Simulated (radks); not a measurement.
Results of a calculation; reference values are marked as such.
Hg V, 76 electrons, occupied as [Xe] 4f14 5d8. Level of theory: Dirac Kohn-Sham, BLYP, spin-unpolarised, spherical densities, point nucleus; open shells fill j = l - 1/2 first (a radial shooting solver on a logarithmic mesh with Libxc functionals).

Spin-orbit splittings of the eigenvalues, e(l+1/2) - e(l-1/2), with zeta = 2 splitting/(2l+1) and mean radii in bohr:

shell  occ.  splitting (eV)  zeta (eV)  <r> j=l-1/2  <r> j=l+1/2
2p        6            1949       1299      0.05692      0.06559
3p        6           431.6      287.8       0.1704       0.1863
3d       10           92.47      36.99       0.1621       0.1669
4p        6           104.3      69.52       0.4011       0.4353
4d       10           19.44      7.774       0.4424       0.4536
4f       14           4.199      1.200       0.4787       0.4854
5p        6           18.74      12.50       0.9631        1.054
5d        8           2.215     0.8859        1.322        1.361
